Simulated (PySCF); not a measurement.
The group X on formyl-X is varied. Gas-phase values, no solvent. One relaxed conformer stands for each flexible species; it need not be the lowest. Strings in code marks are SMILES.

Level of theory: B3LYP-D3(BJ)/def2-TZVP (PySCF). All candidates: neutral, multiplicity 1. B3LYP has the VWN-RPA correlation part, as in Gaussian. Delta-SCF ions had no search for a lower state. Excitations are Tamm–Dancoff values on a coarser integration grid. The basis has no diffuse functions, so Rydberg states are missing or too high.

The brightest of the four lowest singlets (TDA) is 6.63 eV, the HOMO is -8.97 eV and the vertical ionisation energy (Delta-SCF) is 11.82 eV.

Task: Name which member has these values.
A) `O=CS` (O–C–S–H torsion 0°)
B) `O=CC1CC1` (O–C–C–C torsion 147°)
C) `N#CC=O`
D) `NC=O`

Result: C, `N#CC=O`. The others give `NC=O`: 7.91 eV, -7.36 eV, 10.30 eV; `O=CS` (O–C–S–H torsion 0°): 6.65 eV, -7.77 eV, 10.44 eV; `O=CC1CC1` (O–C–C–C torsion 147°): 7.14 eV, -7.13 eV, 9.68 eV
